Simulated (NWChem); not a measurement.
System: HS$_{2}$, doublet; SMILES [S]S

The following NWChem deck was run.

```
start job
memory heap 200 mb stack 900 mb global 1100 mb
geometry units angstroms
  S      0.029869    -1.052074     0.000000
  S      0.067440     0.943595     0.000000
  H     -1.275563     1.274027     0.000000
end
basis spherical
  S library def2-svp
  H library def2-svp
end
dft
  odft
  mult 2
  xc becke88 lyp
  iterations 150
end
driver
  maxiter 120
end
task dft optimize
task dft freq
```

In the optimisation the excess spin sits in a" (Cs, its own frame). No stability test was run on the SCF state.

The level has its own optimisation; frequencies are unscaled.

Task: Give the results of this calculation. (BLYP/def2-SVP, spin-unrestricted.) Quantities: r S–S (Å); r H–S (Å); highest harmonic frequency (cm⁻¹); lowest (cm⁻¹); zero-point energy (kcal/mol); dipole (D).

Result: 
```yaml
r S–S (Å): 2.021
r H–S (Å): 1.385
highest harmonic frequency (cm⁻¹): 2387
lowest (cm⁻¹): 539
zero-point energy (kcal/mol): 5.4
dipole (D): 1.61
```
